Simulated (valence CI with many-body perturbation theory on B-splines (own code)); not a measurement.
Sm XLI: E2, M1 decay

Calculated by configuration interaction combined with many-body perturbation theory (CI+MBPT): four valence electrons over a frozen Dirac-Fock core [Ar], radial functions for each j: 7 s, 7 p, 8 d, 6 f, 4 g, 1 h, with the one-electron correlation potential Σ1, the two-electron term Σ2, the three-electron term Σ3, Breit, model QED; selected CI, second order for the rest, scaled by the run's own slope (own B-spline code, finite nucleus).

The last digits are not significant, and no measured levels were compared; by estimate large intervals hold to a few tenths of a per cent, small ones and those within an open d or f shell to about a per cent. Only levels of the ground parity were solved; by the run's estimate the other parity begins above the list, which can be wrong where configurations are misplaced.

Lines 1 to 50 of 120 in falling wavelength, among levels below 1334900 cm⁻¹, chosen from the decays that carry over 1 % of a level's rate. Wavelengths and rates use the calculated energies. Electric multipoles are in the length gauge, E1 and E2 with the static RPA response of the core. Weak lines are less certain than strong ones. Lines between different terms over intervals too small for the method are left out, as are lines whose strength nearly cancels. The highest levels of a list are the least certain. Branching is blank where the lifetime is uncertain.

Levels are named by their leading jj configuration (3d3/2^4 stands for four electrons in 3d with j = 3/2), which in mixed levels can hold well under half, so a name can repeat and another be missing. Letters in brackets count levels of one name in rising energy.

```
λ vac (Å)                      Upper                      Lower  Type   A (s⁻¹)  Branch %
     5172      (3d3/2^2 3d5/2^2) J=6      (3d3/2^2 3d5/2^2) J=5    M1  5.86e+01      94.8
     3750        (3d3/2^3 3d5/2) J=3        (3d3/2^3 3d5/2) J=2    M1  3.59e+02      61.6
     3677        (3d3/2^3 3d5/2) J=3        (3d3/2^3 3d5/2) J=4    M1  2.23e+02      38.3
     1285  (3d3/2^2 3d5/2^2) J=4 [b]  (3d3/2^2 3d5/2^2) J=3 [a]    M1  3.81e+03          
     1248        (3d3/2^3 3d5/2) J=2        (3d3/2^3 3d5/2) J=1    M1  1.27e+04      99.8
     1238      (3d3/2^2 3d5/2^2) J=1  (3d3/2^2 3d5/2^2) J=0 [a]    M1  7.21e+03       2.5
     1082  (3d3/2^2 3d5/2^2) J=4 [b]  (3d3/2^2 3d5/2^2) J=4 [a]    M1  6.89e+02          
    985.3  (3d3/2^2 3d5/2^2) J=2 [b]  (3d3/2^2 3d5/2^2) J=2 [a]    M1  6.33e+03       9.1
    984.3  (3d3/2^2 3d5/2^2) J=2 [d]  (3d3/2^2 3d5/2^2) J=2 [c]    M1  7.11e+03      14.5
    975.0    (3d3/2 3d5/2^3) J=3 [b]    (3d3/2 3d5/2^3) J=3 [a]    M1  5.40e+03       1.4
    971.9    (3d3/2 3d5/2^3) J=3 [c]    (3d3/2 3d5/2^3) J=2 [a]    M1  8.20e+03       2.6
    942.8  (3d3/2^2 3d5/2^2) J=4 [c]  (3d3/2^2 3d5/2^2) J=3 [b]    M1  3.92e+03       1.9
    741.4    (3d3/2 3d5/2^3) J=1 [b]        (3d3/2 3d5/2^3) J=0    M1  1.40e+04       2.8
    730.3    (3d3/2 3d5/2^3) J=2 [b]    (3d3/2 3d5/2^3) J=2 [a]    M1  1.09e+04       2.8
    654.7  (3d3/2^2 3d5/2^2) J=0 [b]    (3d3/2 3d5/2^3) J=1 [a]    M1  1.92e+04       8.8
    623.6  (3d3/2^2 3d5/2^2) J=4 [c]      (3d3/2^2 3d5/2^2) J=5    M1  6.77e+03       3.4
    611.8  (3d3/2^2 3d5/2^2) J=4 [a]        (3d3/2^3 3d5/2) J=3    M1  2.40e+04      11.6
    605.1    (3d3/2 3d5/2^3) J=1 [b]    (3d3/2 3d5/2^3) J=1 [a]    M1  9.06e+03       1.8
    568.3    (3d3/2 3d5/2^3) J=3 [a]  (3d3/2^2 3d5/2^2) J=4 [b]    M1  2.01e+04       3.2
    561.6  (3d3/2^2 3d5/2^2) J=3 [a]        (3d3/2^3 3d5/2) J=3    M1  1.23e+05      56.5
    560.6  (3d3/2^2 3d5/2^2) J=2 [c]  (3d3/2^2 3d5/2^2) J=2 [a]    M1  1.32e+04       3.2
    560.3  (3d3/2^2 3d5/2^2) J=2 [d]  (3d3/2^2 3d5/2^2) J=2 [b]    M1  1.06e+04      21.6
    556.8    (3d3/2 3d5/2^3) J=2 [a]  (3d3/2^2 3d5/2^2) J=2 [c]    M1  3.11e+04       5.6
    552.8    (3d3/2 3d5/2^3) J=3 [c]  (3d3/2^2 3d5/2^2) J=2 [d]    M1  1.17e+04       3.7
    541.8  (3d3/2^2 3d5/2^2) J=2 [d]  (3d3/2^2 3d5/2^2) J=3 [b]    M1  5.78e+03      11.8
    540.5    (3d3/2 3d5/2^3) J=1 [b]  (3d3/2^2 3d5/2^2) J=2 [d]    M1  8.59e+04      16.9
    532.3  (3d3/2^2 3d5/2^2) J=4 [c]  (3d3/2^2 3d5/2^2) J=3 [a]    M1  7.75e+03       3.8
    526.6    (3d3/2 3d5/2^3) J=3 [c]    (3d3/2 3d5/2^3) J=4 [a]    M1  2.70e+04       8.5
    524.5  (3d3/2^2 3d5/2^2) J=4 [a]        (3d3/2^3 3d5/2) J=4    M1  1.83e+05      88.4
    523.2  (3d3/2^2 3d5/2^2) J=2 [a]        (3d3/2^3 3d5/2) J=2    M1  7.88e+04      19.6
    522.0    (3d3/2 3d5/2^3) J=3 [b]  (3d3/2^2 3d5/2^2) J=2 [c]    M1  6.29e+03       1.6
    515.8        (3d3/2^3 3d5/2) J=1              (3d3/2^4) J=0    M1  1.98e+05     100.0
    512.4    (3d3/2 3d5/2^3) J=2 [b]    (3d3/2 3d5/2^3) J=1 [a]    M1  1.28e+04       3.3
    504.4    (3d3/2 3d5/2^3) J=1 [a]  (3d3/2^2 3d5/2^2) J=2 [b]    M1  3.59e+04       4.4
    503.8              (3d5/2^4) J=4    (3d3/2 3d5/2^3) J=3 [b]    M1  2.27e+04       2.6
    493.9  (3d3/2^2 3d5/2^2) J=4 [c]  (3d3/2^2 3d5/2^2) J=4 [a]    M1  9.28e+04      46.0
    488.5  (3d3/2^2 3d5/2^2) J=3 [a]        (3d3/2^3 3d5/2) J=2    M1  9.41e+04      43.4
    477.1        (3d3/2 3d5/2^3) J=5  (3d3/2^2 3d5/2^2) J=4 [b]    M1  9.97e+04      33.8
    465.3    (3d3/2 3d5/2^3) J=2 [b]  (3d3/2^2 3d5/2^2) J=2 [d]    M1  1.54e+04       4.0
    458.8  (3d3/2^2 3d5/2^2) J=2 [d]      (3d3/2^2 3d5/2^2) J=1    M1  5.94e+02       1.2
    439.5    (3d3/2 3d5/2^3) J=2 [b]    (3d3/2 3d5/2^3) J=3 [a]    M1  3.35e+04       8.6
    435.0    (3d3/2 3d5/2^3) J=4 [a]      (3d3/2^2 3d5/2^2) J=5    M1  2.22e+04       4.7
    429.6      (3d3/2^2 3d5/2^2) J=5        (3d3/2^3 3d5/2) J=4    M1  1.12e+05      99.4
    420.6    (3d3/2 3d5/2^3) J=1 [a]      (3d3/2^2 3d5/2^2) J=1    M1  1.46e+05      17.9
    415.7        (3d3/2 3d5/2^3) J=5      (3d3/2^2 3d5/2^2) J=6    M1  6.09e+04      20.7
    403.3        (3d3/2 3d5/2^3) J=6      (3d3/2^2 3d5/2^2) J=6    M1  1.19e+05      46.1
    396.7      (3d3/2^2 3d5/2^2) J=6        (3d3/2^3 3d5/2) J=4    E2  3.21e+00       5.2
    396.1  (3d3/2^2 3d5/2^2) J=0 [a]        (3d3/2^3 3d5/2) J=1    M1  6.53e+05     100.0
    395.0      (3d3/2^2 3d5/2^2) J=1        (3d3/2^3 3d5/2) J=2    M1  2.71e+05      95.9
    394.1    (3d3/2 3d5/2^3) J=3 [a]  (3d3/2^2 3d5/2^2) J=3 [a]    M1  2.34e+05      37.7
```
